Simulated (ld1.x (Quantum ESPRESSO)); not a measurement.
**Reading a pseudo-wave (K)**

Columns: radius, all-electron u(r) and pseudo u(r) of the 3p shell (level -20.21 eV) of potassium in the configuration [Ne] 3s2 3p6 3d0 4s0.75 4p0; LDA (PZ), scalar-relativistic, PAW scheme, ld1.x (Quantum ESPRESSO) 7.5.

```tsv
r (bohr)	all-electron	pseudo
0.213	0.4378	-0.0241
0.425	0.0671	-0.0916
0.638	-0.4399	-0.1907
0.850	-0.7547	-0.3029
1.062	-0.8769	-0.4094
1.275	-0.8727	-0.4933
1.488	-0.8012	-0.5423
1.700	-0.7026	-0.5519
1.912	-0.5983	-0.5256
2.125	-0.4991	-0.4721
2.338	-0.4106	-0.4040
2.550	-0.3347	-0.3341
2.762	-0.2708	-0.2708
2.975	-0.2177	-0.2177
3.188	-0.1742	-0.1742
3.400	-0.1392	-0.1392
3.613	-0.1107	-0.1107
3.825	-0.0880	-0.0880
4.038	-0.0698	-0.0698
4.250	-0.0553	-0.0553
4.462	-0.0438	-0.0438
4.675	-0.0345	-0.0345
4.888	-0.0272	-0.0272
5.100	-0.0215	-0.0215
5.313	-0.0169	-0.0169
5.525	-0.0133	-0.0133
```

**Question.** How many radial nodes do the two functions have?

**Answer.** The all-electron 3p function has n − l − 1 = 1; the pseudo-wave has 0, since the states of the same l below it are removed with the core.

**Question.** At about which radius was the pseudo-wave matched?

**Answer.** 2.90 bohr, where the columns begin to agree (steps of 0.21 bohr).

**Question.** Is the pseudo-wave norm-conserving?

**Answer.** No, it belongs to a PAW set: the norm inside the radius is not constrained, and the difference is carried by the augmentation charge.
